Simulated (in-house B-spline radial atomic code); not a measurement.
**Ionising the osmium ion Os⁺ with different functionals**

Computed with a B-spline radial code for spherical atoms: four-component Dirac-Coulomb Hamiltonian, Fermi nucleus of rms radius 5.4126 fm, spin-restricted, spherical fractional occupations for the functionals, and exact exchange of hybrids averaged over the configuration. The ionisation energy is the difference of two self-consistent energies, [Xe] 4f14 5d6 6s1 → [Xe] 4f14 5d6, without Breit or QED terms; ε is the level of the shell that loses the electron (mean over j).

```json
{"method": "B3LYP", "rung": "global hybrid", "ΔSCF (eV)": "?", "-ε(6s) (eV)": "?"}
{"method": "CAM-B3LYP", "rung": "range-separated hybrid", "ΔSCF (eV)": "16.79", "-ε(6s) (eV)": "15.23"}
{"method": "wB97X", "rung": "range-separated hybrid", "ΔSCF (eV)": "16.53", "-ε(6s) (eV)": "16.07"}
{"method": "HSE06", "rung": "range-separated hybrid", "ΔSCF (eV)": "?", "-ε(6s) (eV)": "?"}
```

Question: What does B3LYP give?

Answer: ΔSCF 16.92 eV, and -ε(6s) = 13.92 eV.

Question: What does HSE06 give?

Answer: ΔSCF 16.69 eV, and -ε(6s) = 13.58 eV.

Question: Among the functionals, which spreads more, the ΔSCF values or the orbital energies?

Answer: The orbital energies: ΔSCF values span about 0.38 eV and the orbital energies 2.49 eV; here energy differences depend much less on the functional than eigenvalues do.

Question: How do they compare with the NIST value?

Answer: NIST lists 17 eV ± 1 (semi-empirical, ground level to ground level). Errors run from -0.47 to -0.08 eV; all lie within about twice that uncertainty, so the table can't rank the methods.
